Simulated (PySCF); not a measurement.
PySCF input for C4H7, SMILES [CH2]C(=C)C, multiplicity 2, TDA-M06-2X/def2-SVPD. Geometry: B3LYP-D3(BJ)/def2-SVP. The isomer is the one that the SMILES or the coordinates give; other isomers of the formula were not compared.

```python
import numpy as np
from pyscf import gto, scf, dft, tdscf

mol = gto.M(
    atom='''
    C    -0.40421826    1.29407068   -0.48407043
    C     0.05858512    0.06729198   -0.01791388
    C     1.42177712   -0.21073543    0.05930980
    C    -0.93858167   -0.99947034    0.39168334
    H    -1.47229754    1.51761266   -0.53741728
    H     0.29309379    2.06969258   -0.81102449
    H     1.78737387   -1.17002707    0.43339303
    H     2.16408303    0.52751230   -0.25455372
    H    -1.89926802   -0.55933716    0.69727729
    H    -1.14044718   -1.68539344   -0.44833621
    H    -0.55791182   -1.60700123    1.22660825
    ''',
    basis='def2-SVPD',
    charge=0,
    spin=1,
    max_memory=1600,
    verbose=4,
)
mf = dft.UKS(mol, xc='m06-2x').density_fit(auxbasis='def2-universal-jkfit')
mf.grids.level = 4
mf.conv_tol = 1e-9
mf.max_cycle = 100
mf.kernel()
fine, coarse = mf.grids, dft.Grids(mol).set(level=1).build(with_non0tab=True)
for _ in range(3):  # follow internal instabilities
    mf.grids = coarse
    mo, _, stable, _ = mf.stability(return_status=True, nroots=4)
    mf.grids = fine
    if stable:
        break
    mf.kernel(mf.make_rdm1(mo, mf.mo_occ))
mf.grids = dft.Grids(mol).set(level=2).build(with_non0tab=True)  # coarser grid for the response kernel
td = tdscf.TDA(mf)
td.nstates = 10
td.conv_tol = 1e-4
td.positive_eig_threshold = 1e-6
td.kernel(x0=td.get_init_guess(mf, 15))
td.analyze()
```

Output:

```
PySCF version 2.14.0

[INPUT] verbose = 4
[INPUT] num. atoms = 11
[INPUT] num. electrons = 31
[INPUT] charge = 0
[INPUT] spin (= nelec alpha-beta = 2S) = 1
[INPUT] symmetry False subgroup None
[INPUT] Mole.unit = angstrom
[INPUT] Symbol           X                Y                Z      unit          X                Y                Z       unit  Magmom
[INPUT]  1 C     -0.404218260000   1.294070680000  -0.484070430000 AA   -0.763861805948   2.445439171030  -0.914760537700 Bohr   0.0
[INPUT]  2 C      0.058585120000   0.067291980000  -0.017913880000 AA    0.110709831775   0.127163412580  -0.033852327028 Bohr   0.0
[INPUT]  3 C      1.421777120000  -0.210735430000   0.059309800000 AA    2.686769366973  -0.398232247442   0.112079278503 Bohr   0.0
[INPUT]  4 C     -0.938581670000  -0.999470340000   0.391683340000 AA   -1.773662301837  -1.888725212226   0.740174240155 Bohr   0.0
[INPUT]  5 H     -1.472297540000   1.517612660000  -0.537417280000 AA   -2.782239124471   2.867872290573  -1.015571473809 Bohr   0.0
[INPUT]  6 H      0.293093790000   2.069692580000  -0.811024490000 AA    0.553866991911   3.911152138244  -1.532614166415 Bohr   0.0
[INPUT]  7 H      1.787373870000  -1.170027070000   0.433393030000 AA    3.377647096504  -2.211030720627   0.818994130995 Bohr   0.0
[INPUT]  8 H      2.164083030000   0.527512300000  -0.254553720000 AA    4.089524237519   0.996853774339  -0.481036814789 Bohr   0.0
[INPUT]  9 H     -1.899268020000  -0.559337160000   0.697277290000 AA   -3.589096394945  -1.056994043692   1.317663110979 Bohr   0.0
[INPUT] 10 H     -1.140447180000  -1.685393440000  -0.448336210000 AA   -2.155132829733  -3.184932013739  -0.847232648625 Bohr   0.0
[INPUT] 11 H     -0.557911820000  -1.607001230000   1.226608250000 AA   -1.054300541458  -3.036792206539   2.317953654632 Bohr   0.0

nuclear repulsion = 112.046454325336
number of shells = 60
number of NR pGTOs = 190
number of NR cGTOs = 136
basis = def2-SVPD
ecp = {}


[settings echo left out]
init E= -156.680413468813
  alpha nocc = 16  HOMO = -0.178629600489941  LUMO = -0.00149227655767836
  beta  nocc = 15  HOMO = -0.326046550029499  LUMO = -0.178629600489941

WARN: HOMO -0.178629600489941 >= LUMO -0.178629600489941

cycle= 1 E= -156.355585646957  delta_E= 0.325  |g|= 0.149  |ddm|= 3.12
  alpha nocc = 16  HOMO = -0.217495774014357  LUMO = 0.0374813611214848
  beta  nocc = 15  HOMO = -0.306781946384571  LUMO = -0.041855390700908
  HOMO = -0.217495774014  LUMO = -0.0418553907009  gap/eV = 4.77942
cycle= 2 E= -156.369293535431  delta_E= -0.0137  |g|= 0.0793  |ddm|= 0.679
  alpha nocc = 16  HOMO = -0.243808533520299  LUMO = 0.0348967579796415
  beta  nocc = 15  HOMO = -0.33155693932239  LUMO = -0.0589632041379278
  HOMO = -0.24380853352  LUMO = -0.0589632041379  gap/eV = 5.02990
cycle= 3 E= -156.373070226609  delta_E= -0.00378  |g|= 0.0259  |ddm|= 0.193
  alpha nocc = 16  HOMO = -0.24173132823854  LUMO = 0.0363456892101026
  beta  nocc = 15  HOMO = -0.324556877676105  LUMO = -0.0493302654362213
  HOMO = -0.241731328239  LUMO = -0.0493302654362  gap/eV = 5.23550
cycle= 4 E= -156.373754790898  delta_E= -0.000685  |g|= 0.00953  |ddm|= 0.0866
  alpha nocc = 16  HOMO = -0.242169089690633  LUMO = 0.0364278699018139
  beta  nocc = 15  HOMO = -0.325376183708393  LUMO = -0.046863383614677
  HOMO = -0.242169089691  LUMO = -0.0468633836147  gap/eV = 5.31454
cycle= 5 E= -156.373871549035  delta_E= -0.000117  |g|= 0.00576  |ddm|= 0.0245
  alpha nocc = 16  HOMO = -0.243959428634902  LUMO = 0.0364792048573332
  beta  nocc = 15  HOMO = -0.324988422880781  LUMO = -0.0450109413339645
  HOMO = -0.243959428635  LUMO = -0.045010941334  gap/eV = 5.41366
cycle= 6 E= -156.373933112709  delta_E= -6.16e-05  |g|= 0.00116  |ddm|= 0.0251
  alpha nocc = 16  HOMO = -0.2442911017173  LUMO = 0.0365018251578508
  beta  nocc = 15  HOMO = -0.325241967016772  LUMO = -0.0447331580618453
  HOMO = -0.244291101717  LUMO = -0.0447331580618  gap/eV = 5.43025
cycle= 7 E= -156.373935347909  delta_E= -2.24e-06  |g|= 0.000354  |ddm|= 0.00508
  alpha nocc = 16  HOMO = -0.244270431921881  LUMO = 0.0365065316290196
  beta  nocc = 15  HOMO = -0.325206943833846  LUMO = -0.0446654965039706
  HOMO = -0.244270431922  LUMO = -0.044665496504  gap/eV = 5.43153
cycle= 8 E= -156.373935448938  delta_E= -1.01e-07  |g|= 0.000139  |ddm|= 0.00111
  alpha nocc = 16  HOMO = -0.244303213909491  LUMO = 0.0365058256423594
  beta  nocc = 15  HOMO = -0.325240730010722  LUMO = -0.0446974816565699
  HOMO = -0.244303213909  LUMO = -0.0446974816566  gap/eV = 5.43155
cycle= 9 E= -156.373935464235  delta_E= -1.53e-08  |g|= 4.09e-05  |ddm|= 0.000373
  alpha nocc = 16  HOMO = -0.244295730206158  LUMO = 0.0365061628480707
  beta  nocc = 15  HOMO = -0.325239637550758  LUMO = -0.044694408879085
  HOMO = -0.244295730206  LUMO = -0.0446944088791  gap/eV = 5.43143
cycle= 10 E= -156.373935466815  delta_E= -2.58e-09  |g|= 1.29e-05  |ddm|= 0.000158
  alpha nocc = 16  HOMO = -0.244295310782989  LUMO = 0.0365062167103902
  beta  nocc = 15  HOMO = -0.325240442003328  LUMO = -0.0446950331573697
  HOMO = -0.244295310783  LUMO = -0.0446950331574  gap/eV = 5.43140
cycle= 11 E= -156.373935467327  delta_E= -5.12e-10  |g|= 7.56e-06  |ddm|= 5.94e-05
  alpha nocc = 16  HOMO = -0.244295268352298  LUMO = 0.0365062981816915
  beta  nocc = 15  HOMO = -0.325239902690764  LUMO = -0.0446947983620123
  HOMO = -0.244295268352  LUMO = -0.044694798362  gap/eV = 5.43141
Extra cycle  E= -156.373935467489  delta_E= -1.62e-10  |g|= 5.2e-06  |ddm|= 3.03e-05
converged SCF energy = -156.373935467489  <S^2> = 0.78431141  2S+1 = 2.034022
tot grids = 38024
uhf_internal: lowest eigs of H = [0.16870518 0.3908764  0.42066346 0.43701507]
<class 'pyscf.df.df_jk.DFUKS'> wavefunction is stable in the internal stability analysis
tot grids = 82440
Overwritten attributes  positive_eig_threshold  of <class 'pyscf.tdscf.uks.TDA'>


******** <class 'pyscf.tdscf.uks.TDA'> for <class 'pyscf.df.df_jk.DFUKS'> ********
nstates = 10
deg_eia_thresh = 1.000e-03
wfnsym = None
conv_tol = 0.0001
eigh lindep = 1e-12
eigh level_shift = 0
eigh max_cycle = 100


Excitation energies (eV)
[3.45249381 5.25131091 5.66393994 5.93776974 6.07585177 6.21224412
 6.34525468 6.73777906 6.83466901 7.04818749]

** Excitation energies and oscillator strengths **
Excited State   1:      3.45249 eV    359.11 nm  f=0.0140
      16a ->   18a     -0.49457
      15b ->   16b     -0.84234
Excited State   2:      5.25131 eV    236.10 nm  f=0.0003
      16a ->   17a     -0.94961
      16a ->   19a     -0.23009
      16a ->   24a      0.10078
Excited State   3:      5.66394 eV    218.90 nm  f=0.3611
      16a ->   18a      0.84310
      15b ->   16b     -0.48129
Excited State   4:      5.93777 eV    208.81 nm  f=0.0006
      14b ->   16b     -0.97062
Excited State   5:      6.07585 eV    204.06 nm  f=0.0031
      16a ->   20a     -0.14876
       9b ->   20b      0.10104
      12b ->   16b      0.67802
      13b ->   16b     -0.68971
Excited State   6:      6.21224 eV    199.58 nm  f=0.0263
      15a ->   17a      0.15302
      16a ->   20a      0.96261
      12b ->   16b      0.10991
      13b ->   16b     -0.10121
Excited State   7:      6.34525 eV    195.40 nm  f=0.0001
      16a ->   17a     -0.22037
      16a ->   19a      0.90313
      16a ->   21a      0.23440
      16a ->   22a      0.23151
Excited State   8:      6.73778 eV    184.01 nm  f=0.0023
      11a ->   18a     -0.10168
      15a ->   18a     -0.58698
      15b ->   20b     -0.74213
Excited State   9:      6.83467 eV    181.40 nm  f=0.0010
      10b ->   16b      0.39229
      12b ->   16b     -0.63771
      13b ->   16b     -0.61009
      14b ->   20b     -0.18320
Excited State  10:      7.04819 eV    175.91 nm  f=0.0021
      16a ->   19a     -0.22908
      16a ->   21a      0.93579

** Transition electric dipole moments (AU) **
state          X           Y           Z        Dip. S.      Osc.
  1        -0.3073      0.2500     -0.0902      0.1651      0.0140
  2         0.0368     -0.0294      0.0136      0.0024      0.0003
  3        -1.2107      1.0024     -0.3624      2.6019      0.3611
  4        -0.0465      0.0386     -0.0134      0.0038      0.0006
  5         0.0032      0.0540      0.1335      0.0208      0.0031
  6        -0.0118     -0.1571     -0.3843      0.1725      0.0263
  7         0.0194     -0.0152      0.0079      0.0007      0.0001
  8        -0.0578     -0.0992      0.0294      0.0140      0.0023
  9        -0.0013      0.0262      0.0734      0.0061      0.0010
 10        -0.0797      0.0697     -0.0259      0.0119      0.0021

** Transition velocity dipole moments (imaginary part, AU) **
state          X           Y           Z        Dip. S.      Osc.
  1         0.0048     -0.0040      0.0014      0.0000      0.0002
  2         0.0009     -0.0004      0.0009      0.0000      0.0000
  3        -0.0862      0.0706     -0.0257      0.0131      0.0419
  4        -0.0031      0.0027     -0.0006      0.0000      0.0001
  5         0.0012      0.0184      0.0465      0.0025      0.0075
  6        -0.0035     -0.0464     -0.1159      0.0156      0.0455
  7         0.0007     -0.0006      0.0002      0.0000      0.0000
  8        -0.0085     -0.0144      0.0025      0.0003      0.0008
  9         0.0000      0.0088      0.0238      0.0006      0.0017
 10        -0.0127      0.0114     -0.0027      0.0003      0.0008

** Transition magnetic dipole moments (imaginary part, AU) **
state          X           Y           Z
  1         0.0033     -0.0699     -0.2052
  2         0.3859      0.4226     -0.1574
  3         0.0588      0.0632     -0.0247
  4         0.0205      0.0203     -0.0385
  5         0.1728     -0.1339      0.0474
  6         0.2409     -0.1925      0.0698
  7         0.0452      0.0663      0.0019
  8        -0.0223      0.0115     -0.0128
  9        -0.6168      0.4980     -0.1801
 10        -0.0678     -0.0811      0.0169
```

The run converged.
